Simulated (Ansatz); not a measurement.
Isomers of CH₇FSiSn, relaxed with PBE0-D4/def2-TZVP in Ansatz; electronic energies, one conformer each and not always the lowest. Functionals use def2-TZVPP; CBS adds triple-zeta CCSD(T) − MP2 to the MP2 limit of def2-TZVPP and def2-QZVPP.

Elements past krypton have def2 core potentials. Outer-core shells of Sn are correlated without core-valence functions. Spin–orbit coupling is left out.

Problem. Order them by energy at frozen-core CCSD(T)/CBS, lowest first. (Estimate.)
A. `F[CH]([SiH3])[SnH3]`
B. `F[CH2][SnH2][SiH3]`
C. `C[SiH](F)[SnH3]`
D. `C[SiH2][SnH2][F]`
E. `FC[SiH2][SnH3]`
F. `[CH3][SnH2][SiH2]F`

Solution. C (0.0 kJ/mol), F (21.9 kJ/mol), D (69.1 kJ/mol), E (244.9 kJ/mol), B (255.6 kJ/mol), A (298.4 kJ/mol).

Problem. How do PBE0-D4, B3LYP-D4, HF/CBS(def2), B3LYP place them (kJ/mol, against `C[SiH](F)[SnH3]`)? (Best estimate.)

Solution. Computed: 
```
               isomer  PBE0-D4  B3LYP-D4  HF/CBS(def2)  B3LYP
   `C[SiH2][SnH2][F]`     69.0      67.2          73.6   66.7
 `F[CH2][SnH2][SiH3]`    249.2     249.6         261.4  248.5
 `[CH3][SnH2][SiH2]F`     29.7      27.4          25.6   25.9
`F[CH]([SiH3])[SnH3]`    295.9     291.1         303.1  293.3
     `FC[SiH2][SnH3]`    233.0     235.5         244.5  235.4
```

B3LYP here is the variant with VWN-RPA as its local correlation; programs differ in this.
